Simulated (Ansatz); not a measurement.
Consider the ligand exchange at a Ge–O bond: `[OH][Ge][Cl]` + H₂S → `[SH][Ge][Cl]` + H₂O.

Gas-phase electronic energies from Ansatz, PBE0-D4/def2-TZVP geometries. CBS: MP2 limit from def2 TZ/QZ plus the TZ coupled-cluster correction, frozen cores. This one scheme is used for every species. Functionals use def2-TZVPP. For Ge outer-core shells are correlated without core-valence functions, which leaves a few kJ/mol of doubt a bond. Scalar relativity is left out up to krypton. One conformer a species, not always the lowest.

`[OH][Ge][Cl]`:

Cartesian coordinates in Å:
```
O -0.263 0.773 -0.818
Ge 0.872 0.602 0.532
Cl 0.247 -1.401 1.233
H -0.857 0.025 -0.947
```

H₂S:

Z-matrix (Å, degrees):
```
S
H 1 1.341
H 1 1.341 2 92.3
```

`[SH][Ge][Cl]`:

```xyz
4

S     0.025   -1.068   -1.000
Ge   -0.354    1.121   -0.723
Cl    0.015    1.274    1.438
H     0.314   -1.326    0.286
```

H₂O:

```xyz
3

O    -0.218   -0.303    0.110
H     0.347   -0.239   -0.663
H    -0.129    0.543    0.554
```

(1) Is it downhill or uphill in electronic energy at CCSD(T)/CBS, and by how much? (Best estimate.)

(2) What do these levels give: LDA (SPW92), r2SCAN-D4, B97M-V, BHLYP-D4, CAM-B3LYP-D4, ωB97X-V, RPA@PBE/def2-TZVPP, MP2/def2-SVP, MP2/def2-TZVPP, SCS-MP2/def2-TZVPP, CCSD(T)/def2-TZVPP, HF/CBS(def2)? (An estimate is asked.)

Largest T1 diagnostic among the species: 0.014.

## Answers

(1) Ansatz gave: Downhill: ΔE = -3.2 kJ/mol.

(2) Computed: LDA (SPW92) -4.3, r2SCAN-D4 -2.0, B97M-V 2.5, BHLYP-D4 -0.9, CAM-B3LYP-D4 8.5, ωB97X-V 8.0, RPA@PBE/def2-TZVPP 5.4, MP2/def2-SVP 9.4, MP2/def2-TZVPP 0.3, SCS-MP2/def2-TZVPP 5.7, CCSD(T)/def2-TZVPP 2.4, HF/CBS(def2) 10.3 kJ/mol.

At CCSD(T), def2-SVP lies +11.5 kJ/mol from the extrapolated value and def2-TZVPP +5.6 kJ/mol. In def2-TZVPP, CCSD(T) changes the Hartree–Fock value by −7.3 kJ/mol (the triples alone add −2.2 kJ/mol) and MP2 by −9.3 kJ/mol.
